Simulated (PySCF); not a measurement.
F4Zr, charge -1, multiplicity 2. Atoms are numbered in the order given.

```xyz
5

Zr     0.0000     0.0000     0.0000
F      1.3357    -1.3357    -0.6046
F      1.3357     1.3357     0.6046
F     -1.3357    -1.3357     0.6046
F     -1.3357     1.3357    -0.6046
```
Charge -1, spin multiplicity 2.

The structure is a stationary point at PBE0-D3(BJ)/def2-SVPD. The multiplicity is an assumed one; other spin states were not compared. The isomer is the one that the SMILES or the coordinates give; other isomers of the formula were not compared. The def2 effective core potentials stand for the cores of Zr; spin–orbit coupling is left out.

The numbers are results of M06-2X/def2-TZVPD in PySCF, not measurements.

Mulliken values depend strongly on the basis, most of all with diffuse functions as here. ESP charges are fitted to the potential on shells at 1.4 to 2.0 van der Waals radii. Atomic charges (e):

| atom | ESP fit | Mulliken | Mulliken spin |
|---|---|---|---|
| Zr1 | … | 1.59 | 1.12 |
| F2 | … | -0.65 | -0.03 |
| F3 | … | -0.65 | -0.03 |
| F4 | … | -0.65 | -0.03 |
| F5 | … | -0.65 | -0.03 |

Question: Complete the blanks. (Estimate from the structure and the level; the computed values follow.)

Answer: 
- Zr1, ESP fit: 0.87
- F2, ESP fit: -0.47
- F3, ESP fit: -0.47
- F4, ESP fit: -0.47
- F5, ESP fit: -0.47
